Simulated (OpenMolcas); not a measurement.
A calculation on neutral arsenic.

| Item | Value |
| --- | --- |
| Program | OpenMolcas |
| Method | CASSCF |
| Basis | ANO-RCC-VQZP [7s6p4d2f1g] |
| Scalar Hamiltonian | DKH2, point nucleus |
| Active space | 3 electrons in 3 orbitals (4p) |
| State averaging | 2S+1 = 4 odd, 1 root; 2S+1 = 2 odd, 8 roots |
| Spin-orbit coupling | state interaction with AMFI integrals over the reference wave functions, term energies averaged over their components |

Task: Which level of the active space comes out lowest?

Result: 4s2 4p3 4S* 3/2, with 100 % of that term; it is also the measured ground level.

Task: How high does 4s2 4p3 2P* 3/2 lie?

Result: 24481 cm-1 above the lowest level; measured 18648 cm-1 above the ground level, so the calculation is off by +31 %.

Task: How high does 4s2 4p3 2P* 1/2 lie?

Result: 24234 cm-1 above the lowest level; measured 18186 cm-1 above the ground level, so the calculation is off by +33 %.

Task: How high does 4s2 4p3 2D* 5/2 lie?

Result: 14688 cm-1 above the lowest level; measured 10915 cm-1 above the ground level, so the calculation is off by +35 %.

Measured values: NIST Handbook of Basic Atomic Spectroscopic Data.

Without dynamic correlation excited terms often stand tens of per cent too high (terms of higher spin than the ground term too low), and those without a measured partner can miss by more than the paired ones. With the s shell closed, the reference lacks s² → p² mixing. Measured partners are found by configuration, term and J. A level has none where our copy of the source lacks it or the pairing is in doubt (some pairs that miss far off the trend of their configuration count as doubtful), and it then counts in no deviation. Only configurations of the active space appear.

* marks odd parity.
